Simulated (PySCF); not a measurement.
Precursor series W OH-NH2. Isolated molecules, 0 K electronic values unless said otherwise. One relaxed conformer stands for each flexible species; it need not be the lowest.

Calculation: TPSSh-D3(BJ)/def2-TZVP // PBE-D3(BJ)/def2-SVP (PySCF). All candidates: neutral, multiplicity 1. 

The LUMO is -1.59 eV and the HOMO–LUMO gap is 3.88 eV. The HOMO is -5.47 eV.

Problem. Which member has these values?
(A) [W(OH)(NH2)5]
(B) [W(OH)2(NH2)4]
(C) [W(OH)3(NH2)3]
(D) [W(NH2)6]

Solution. D, [W(NH2)6]. The others give [W(OH)3(NH2)3]: -2.46 eV, 3.64 eV, -6.10 eV; [W(OH)(NH2)5]: -1.84 eV, 3.88 eV, -5.71 eV; [W(OH)2(NH2)4]: -2.35 eV, 3.56 eV, -5.92 eV
